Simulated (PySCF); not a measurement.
Relaxed structures of LiInHCl, closed shell (PBE0-D4/def2-TZVP; forces vanish, vibrations not checked; lower isomers may exist, and structures with a doubtful reference or unclear bonds are left out; Å). Program: PySCF 2.14 with density fitting (its default auxiliary sets; JK sets also for MP2 and CCSD(T)). Basis: def2-TZVPP. Cores are frozen in the correlated methods. Filled d shells of the heavier atoms are correlated. Core potentials replace the inner electrons of the atoms past krypton. The outer core shell of Li, Na, Mg and K is correlated. The def2 sets are not built for correlating such inner shells, so the correlated values are less sure here.

(1) Rank them by CCSD(T) energy, lowest first, and give each one's height above the lowest. Links in brackets join atoms within 1.22 times the sum of their covalent radii (1.1 for two metals). (Judge from chemistry; the value comes from the calculation.)
A.
a complex of HCl + In + Li
```
4
angstrom
Li -1.9928 0.5777 -2.2544
In -0.3783 -1.6111 -0.9642
Cl 0.6996 0.7653 0.9396
H 1.5261 0.2229 1.7580
```
B.
LiInHCl ([Li]1[Cl][InH]1)
```
4
angstrom
Li -1.4390 -0.2032 -1.3936
In 0.1106 0.9807 0.3988
Cl -0.0537 -1.5945 -0.5697
H 1.4491 0.8115 1.5628
```
C.
LiInHCl ([H]1[Li]2[Cl][In]12)
```
4
angstrom
Li -0.6674 -0.7681 -0.7238
In 0.5474 1.0856 1.2322
Cl 1.1075 0.2772 -1.3076
H -0.9752 -0.2214 0.8743
```

The T1 diagnostic stays at or below 0.015. The restricted Hartree–Fock reference is unstable towards an unrestricted one at one or more of these structures.

## Answers

(1) Computed: C (0.00 kcal/mol), B (14.29 kcal/mol), A (73.58 kcal/mol). Heights count from the lowest.

For scale, one of the runs: CCSD(T)/def2-TZVPP, 125 basis functions, launched by `OMP_NUM_THREADS=2 python run.py`. Time: 87 s of wall clock on 2 CPU threads of an AMD EPYC 7B13; the host was shared. Peak host memory: 0.73 GiB.
